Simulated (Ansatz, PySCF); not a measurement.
Potential energy curve for OLi (cation, charge +1), lowest singlet found (which spin is the ground state isn't settled by this scan). Each curve is given relative to its own lowest point between 1.69 and 2.60 Å, where full CI is lowest.

```tsv
R / Å	A	B	C
1.52	110.7	26.3	119.3
1.60	68.2	11.6	75.8
1.69	37.4	3.1	43.2
1.75	23.9	0.6	28.4
1.84	10.8	0.0	13.7
1.90	5.6	1.0	7.5
1.97	1.9	2.9	3.0
2.01	0.8	4.4	1.5
2.10	0.0	8.0	0.0
2.18	0.8	11.4	0.3
2.33	4.6	17.5	3.2
2.43	8.1	21.2	6.0
2.60	14.7	26.3	11.2
2.84	24.1	31.2	18.2
```

Energies in kJ/mol.

Question: Match the curves with the methods full CI/aug-cc-pVDZ, frozen core (Ansatz, a quantum-chemistry and plane-wave program); restricted Hartree-Fock/STO-3G (PySCF); restricted LDA (SVWN5)/6-31G*, spherical d in PySCF 2.14.0.

Answer: A is RKS-LDA (SVWN5)/6-31G*; B is RHF/STO-3G; C is FCI.

The scan ran from 1.39 to 6.63 Å; beyond the distances shown full CI changes its symmetry label. Also computed but left out beside FCI, since their determinant holds another spin at the minimum (<S²> over 0.7 above the pure value): UHF, UMP2, UCCSD, UCCSD(T), UKS-PBE0, UKS-B3LYP, UKS-PBE, UKS-B3LYP/6-31G*, UHF/STO-3G, UKS-B3LYP/LANL2DZ, UKS-LDA (SVWN5)/6-31G*. The restricted form behind RHF/STO-3G, RKS-LDA (SVWN5)/6-31G* keeps the bonding electrons paired and can't separate into open-shell fragments.
